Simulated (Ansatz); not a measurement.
```xyz
12

Si   -0.803    1.515   -1.229
O     0.231    0.387   -0.620
C    -0.075   -0.397    0.509
C     1.108   -1.298    0.772
Cl    0.785   -2.321    2.189
H    -1.102    2.556   -0.207
H    -2.086    0.882   -1.639
H    -0.121    2.114   -2.397
H    -0.971   -1.006    0.335
H    -0.262    0.232    1.388
H     1.293   -1.953   -0.078
H     2.003   -0.713    0.978
```

Charge 0, multiplicity 1.

(1) List the PBE/def2-TZVPP orbital energies in eV (Ansatz). (Best estimate.)

Answers

(1) Computed: Occupied: -2738.93, -1780.15, -510.67, -270.77, -270.56, -249.48, -190.25, -189.96, -189.96, -137.84, -94.61, -94.55, -94.54, -25.81, -21.55, -18.23, -15.46, -13.86, -12.39, -11.59, -11.15, -10.23, -10.12, -8.81, -8.65, -7.83, -7.17, -7.13, -6.93. Lowest empty: -0.95, 0.01, 0.57, 0.72, 0.82, 1.14, 1.63, 1.85.
